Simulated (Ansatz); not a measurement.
Cl$_{2}$FH$_{3}$Si$_{2}$, SMILES `F[SiH2][SiH](Cl)Cl`, relaxed with RKS PBE0-D4/def2-TZVP in Ansatz from a PBE-D4/def2-SVP geometry. The force threshold is 0.005 eV/Å; the program also tests the step.

Total charge 0; spin multiplicity 1.

Start:

```xyz
8

F     0.388   -2.057    1.111
Si    0.736   -0.472    0.850
Si   -0.798    0.412   -0.698
Cl   -0.562   -0.534   -2.534
Cl   -0.282    2.425   -0.862
H     2.125   -0.363    0.288
H     0.636    0.261    2.158
H    -2.245    0.328   -0.314
```

```json
{"step": "1", "energy (eV)": "-43555.8859", "largest force (eV/Å)": "1.024", "largest move (Å)": "0.000"}
{"step": "2", "energy (eV)": "-43555.9303", "largest force (eV/Å)": "0.614", "largest move (Å)": "0.037"}
{"step": "3", "energy (eV)": "-43555.9408", "largest force (eV/Å)": "0.167", "largest move (Å)": "0.028"}
{"step": "4", "energy (eV)": "-43555.9418", "largest force (eV/Å)": "0.013", "largest move (Å)": "0.010"}
{"step": "5", "energy (eV)": "-43555.9419", "largest force (eV/Å)": "0.007", "largest move (Å)": "0.009"}
{"step": "6", "energy (eV)": "-43555.9419", "largest force (eV/Å)": "0.007", "largest move (Å)": "0.006"}
{"step": "7", "energy (eV)": "-43555.9420", "largest force (eV/Å)": "0.006", "largest move (Å)": "0.010"}
{"step": "8", "energy (eV)": "-43555.9420", "largest force (eV/Å)": "0.004", "largest move (Å)": "0.008"}
{"step": "9", "energy (eV)": "-43555.9420", "largest force (eV/Å)": "0.006", "largest move (Å)": "0.005"}
{"step": "10", "energy (eV)": "-43555.9420", "largest force (eV/Å)": "0.003", "largest move (Å)": "0.002"}
```

End:

```xyz
8

F     0.425   -2.034    1.083
Si    0.732   -0.479    0.849
Si   -0.789    0.414   -0.694
Cl   -0.593   -0.535   -2.499
Cl   -0.273    2.392   -0.889
H     2.108   -0.338    0.314
H     0.606    0.223    2.151
H    -2.218    0.357   -0.314
```

Hardware: 4 threads of an Intel Xeon on a shared host. Wall time 28 s, peak host memory 0.61 GiB.
